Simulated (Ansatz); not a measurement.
Mulliken charges of CH4S2Sn, SMILES `C[S][Sn][SH]` from r2SCAN/def2-TZVPP in Ansatz (PBE0-D4/def2-TZVP geometry).

```csv
atom,x (Å),y (Å),z (Å),charge (e)
C1,-1.123,-0.488,0.607,-0.137
S2,0.337,-1.535,0.844,-0.346
Sn3,2.186,-0.489,-0.304,0.507
S4,0.908,1.421,-1.117,-0.412
H5,-1.950,-0.968,1.129,0.088
H6,-1.371,-0.398,-0.450,0.093
H7,-0.963,0.505,1.027,0.093
H8,1.976,1.952,-1.735,0.115
```

Task: By hand: the dipole of these point charges (1 e Å = 4.8032 D).

Result: Σ q r = (0.610, -0.086, -0.116) e Å, of length 0.627 e Å = 3.01 D.

Task: How does the dipole of the full density compare? (Estimate.)

Result: Computed: (0.142, 0.083, -0.090) e Å, 0.90 D; the point charges give 3.34 times that, at 40° from its direction.

Point charges leave out the atoms' own dipoles, such as those of lone pairs, and Mulliken's split depends on the basis, so the two needn't agree.
